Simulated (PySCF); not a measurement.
GeH5NO.

```xyz
8

Ge     0.3444     0.0314     0.0000
N     -0.5477    -1.5627     0.0000
O     -0.8604     1.3668     0.0000
H      1.1985     0.0999     1.2839
H      1.1985     0.0999    -1.2839
H     -1.1209    -1.7234    -0.8265
H     -1.1209    -1.7234     0.8265
H     -0.4596     2.2462     0.0000
```
Charge 0, spin multiplicity 1.

Geometry: B3LYP-D3(BJ)/def2-SVP. The values are those of a single conformer.

Calculation: KT2/pcSseg-1 (PySCF). Non-relativistic, no solvent.

**Question.** Give the absolute GIAO shielding of each atom: isotropic value and principal components (ppm). (Estimate from the structure and the level; the computed values follow.)

**Answer.** 
```csv
atom,σ(iso),σ11,σ22,σ33,span
Ge1,1329.1,1192.0,1343.7,1451.7,259.7
N2,235.2,217.7,230.4,257.4,39.6
O3,285.9,253.0,270.7,334.1,81.1
H4,25.7,19.2,21.2,36.6,17.4
H5,25.7,19.2,21.2,36.6,17.4
H6,30.3,23.4,26.1,41.4,18.0
H7,30.3,23.4,26.1,41.4,18.0
H8,31.2,22.2,26.4,45.0,22.8
```
